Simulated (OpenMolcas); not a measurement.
Au4+ (d7) among equal point charges was computed by CASSCF with the d shell active (OpenMolcas, ANO-RCC-VDZP on the metal). Its lowest spin-free states, and all those of the highest spin:

```tsv
2S+1	Degeneracy	E (cm-1)
4	2	0.0
4	1	306.6
4	2	4458
4	1	6470
4	1	10236
2	2	13231
2	2	16777
2	1	17275
2	1	17547
4	2	17626
2	2	17659
2	2	20800
4	1	23452
```

Q: Is the site octahedral, tetrahedral or cube-like, axial, or of lower symmetry?

A: The states with 2S+1 = 4 have orbital degeneracies 2, 1, 2, 1, 1, 2, 1. There are pairs but no triples, so the site is axial: not cubic, but with a proper or improper axis of order three or more. The run had Au4+ among 6 point charges of -1.5 e arranged as a trigonal antiprism (D3d), 2.04 Å from the ion, with a polar angle of 60.8° against the regular 54.74°.

Spin-orbit coupling mixes the spin-free states strongly: the lowest level takes only 50 % from its leading state, 4E. Without dynamic correlation the repulsion within the d shell is too large (B by tens of per cent), so at a given field states of lower spin stand too high. This shell can be high or low spin here, a state of another spin lies low, and with metal d orbitals alone active their balance is uncertain, so the ground spin may be wrong. Point charges give a weaker field than real ligands, and real ions of this kind are as a rule low spin; the high spin found here belongs to the model. Point charges carry no covalency, so the field is a model and not that of real ligands. No measured value stands beside these numbers.
